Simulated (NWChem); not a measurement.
## Correlation energy of CH2Cl

```
C
H 1 1.0979
H 1 1.0979 2 123.70
Cl 1 1.7056 2 118.15 3 180.00
```
Charge 0, spin multiplicity 2.

All runs are NWChem calculations. Structure: optimised with UPBE/def2-SVP, a minimum by its harmonic frequencies.

Basis set: cc-pVTZ. Each correlation energy counts from its own Hartree-Fock reference.

The correlated methods keep 6 core orbitals frozen. The structure started from a generated list of species. The unpaired electrons of the parent sit in orbitals of symmetry b2 (C2v labels of the run); other states weren't searched. The stability of the SCF solutions was not checked. Open-shell Hartree-Fock references start from PBE0 orbitals. No row is a measurement; the coupled-cluster row has its own basis-set and correlation limits.

```
method           correlation energy (mHa)
---------------  ------------------------
URI-MP2                            -336.6
SCS-UMP2                                …
CCSD on ROHF                       -373.6
UMP2                               -336.6
CCSD[T] on ROHF                    -388.9
CCSD(T) on ROHF                         …
```

Task: Complete the blanks.

Result: 
- SCS-UMP2, correlation energy (mHa): -334.8
- CCSD(T) on ROHF, correlation energy (mHa): -388.4
